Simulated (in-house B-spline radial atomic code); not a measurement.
Configurations of the osmium ion Os⁴⁺, with energies counted from [Xe] 4f14 5d4. Level of theory: Dirac-Hartree-Fock, average of configuration, Fermi nucleus of rms radius 5.4126 fm; calculated with an all-electron radial atomic-structure program (B-spline basis). Energies include first-order Breit, QED and recoil terms.

Occupations are held fixed; configurations that lie above the ionisation limit could autoionise.

```csv
configuration,E - E(ref) (eV),highest orbital,its <r> (bohr)
[Xe] 4f14 5d3 5f1,31.383,5f5/2,3.232
[Xe] 4f14 5d3 6f1,39.53,6f7/2,5.877
[Xe] 4f14 5d3 5g1,40.186,5g7/2,5.45
[Xe] 4f14 5d3 9p1,44.866,9p3/2,11.34
[Kr] 4d10 4f14 5s2 5p5 5d4 6f1,91.367,6f7/2,5.818
[Kr] 4d10 4f14 5s2 5p5 5d4 9s1,95.725,9s1/2,10.18
[Kr] 4d10 4f14 5s2 5p5 5d4 7f1,95.86,7f7/2,9.041
[Kr] 4d10 4f14 5s2 5p5 5d4 9f1,100.27,9f7/2,17.27
```

Order these further configurations by energy, lowest first.
A. [Xe] 4f13 5d4 8s1
B. [Xe] 4f14 5d3 9s1
C. [Xe] 4f13 5d4 7g1
D. [Kr] 4d10 4f14 5s2 5p5 5d4 9g1
E. [Xe] 4f14 5d3 9g1

B (43.798 eV), E (49.62 eV), A (94.352 eV), D (101.57 eV), C (102.18 eV).

How far above the reference does [Xe] 4f14 5d3 6p1 lie?

17.895 eV; its least bound orbital is 6p3/2 with <r> = 2.832 bohr.

How far above the reference does [Kr] 4d10 4f14 5s2 5p5 5d4 7g1 lie?

98.814 eV; its least bound orbital is 7g7/2 with <r> = 12.58 bohr.

How far above the reference does [Xe] 4f13 5d4 8p1 lie?

96.218 eV; its least bound orbital is 8p3/2 with <r> = 7.852 bohr.
